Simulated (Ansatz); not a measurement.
[Sm(H2O)6]3+ (SmO6H12³⁺). Total charge 3; sextet. Geometry PBE-D4/def2-SVP, basis def2-TZVP, Ansatz.

```xyz
19

Sm   -0.0011   -0.0036   -0.0046
O    -1.9025   -0.9275   -1.1503
H    -2.3041   -1.8216   -1.0377
H    -2.4593   -0.5031   -1.8456
O     1.8953    0.9247    1.1449
H     2.4536    0.4998    1.8384
H     2.2978    1.8177    1.0287
O     1.4501   -0.8226   -1.7312
H     1.2074   -1.3564   -2.5242
H     2.4331   -0.7608   -1.7757
O    -1.4462    0.8184    1.7260
H    -2.4292    0.7581    1.7744
H    -1.1995    1.3554    2.5155
O     0.2757   -2.0756    1.2196
H    -0.1217   -2.3237    2.0890
H     0.8164   -2.8652    0.9767
O    -0.2800    2.0778   -1.2126
H    -0.8112    2.8697   -0.9564
H     0.1254    2.3385   -2.0747
```

```tsv
run	HOMO (eV)	LUMO (eV)
A	-20.26	-19.72
B	-20.86	-19.30
C	-25.07	-14.55
D	-24.35	-13.77
E	-22.53	-17.53
```

In the def2 sets Sm takes a core potential; there is no spin–orbit coupling. With an open 4f shell the SCF may have ended on a state above the lowest.

HOMO and LUMO are taken over both spins.

Problem. The runs used BHLYP, PBE, PBE0, r2SCAN, ωB97M-V. Estimate which is which.

Solution. A PBE (0 % exact exchange); B r2SCAN (0 % exact exchange); C ωB97M-V (range-separated); D BHLYP (50 % exact exchange); E PBE0 (25 % exact exchange). Exact exchange lowers occupied and raises empty levels; among semilocal functionals meta-GGAs tend to open the gap a little, and such runs are hard to tell apart. The gap grows from 0.53 eV (PBE) to 10.57 eV (BHLYP).
